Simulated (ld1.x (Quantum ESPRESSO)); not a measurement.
cadmium, TM: configuration errors across variants

```json
{
 "Element": "cadmium (Cd)",
 "Generator": "ld1.x (Quantum ESPRESSO) 7.5",
 "Type": "norm-conserving Troullier–Martins (Kleinman–Bylander form)",
 "Functional": "LDA (PZ)",
 "Relativity": "fully relativistic",
 "Frozen core": "[Ar] 3d10 4s2",
 "Valence charge": "18",
 "Reference configuration": "4p6 4d10 5s2 5p0",
 "Partial waves": "5s (bound): rc 2.25 bohr; 4p (bound): rc 1.55 bohr; 4d (bound): rc 1.05 bohr",
 "Local potential": "the d channel",
 "Core correction": "a·sin(br)/r model core, default radius (core density twice the valence density)"
}
```

Open shells are filled in proportion to 2j + 1 (rel_dist='average').

All-electron excitation energies from the reference (eV): (1) 4p6 4d10 5s1 5p0 9.629; (2) 4p6 4d10 5s0 5p0 27.150; (3) 4p6 4d9 5s0 5p0 65.404; (4) 4p6 4d9 5s2 5p1 12.585; (5) 4p6 4d10 5s0 5p1 15.526; (6) 4p6 4d8 5s0 5p0 119.678; (7) 4p6 4d10 5s0 5p2 9.897.

1 further variants failed, have other tests or too few solved ones, and are left out.

A true bound ghost makes a file unfit for plane-wave use even where its test errors are small: the radial tests pick states by their node count and pass the ghost by.

The file “base” misses its own reference levels by 0.4 eV. The file “all radii but the core radius scaled by about 0.88 (s 1.98, p 1.36, d 0.92 bohr)” misses its own reference levels by 0.4 eV. The file “all radii but the core radius scaled by about 1.12 (s 2.52, p 1.74, d 1.18 bohr)” misses its own reference levels by 0.4 eV. The file “all radii but the core radius scaled by about 1.34 (s 3.02, p 2.08, d 1.42 bohr)” misses its own reference levels by 0.4 eV.

Errors AE − PS in meV (a dash: test not solved or not reliable):

| change | (1) | (2) | (3) | (4) | (5) | (6) | (7) | bound ghosts |
| --- | --- | --- | --- | --- | --- | --- | --- | --- |
| base | -4.0 | -30 | +43 | +85 | +72 | +129 | +110 | s |
| all radii but the core radius scaled by about 0.88 (s 1.98, p 1.36, d 0.92 bohr) | -3.2 | -29 | +39 | +74 | +47 | +118 | +76 | s |
| all radii but the core radius scaled by about 1.12 (s 2.52, p 1.74, d 1.18 bohr) | -3.5 | -30 | +15 | +106 | +88 | +67 | +133 | s |
| all radii but the core radius scaled by about 1.34 (s 3.02, p 2.08, d 1.42 bohr) | -4.7 | -51 | -141 | +71 | -5.6 | -258 | +11 | s |

**Question.** Give the same row for: all radii but the core radius scaled by about 1.25 (s 2.82, p 1.94, d 1.32 bohr).

**Answer.** -3.6, -36, -52, +101, +61, -77, +96; bound ghosts: s.
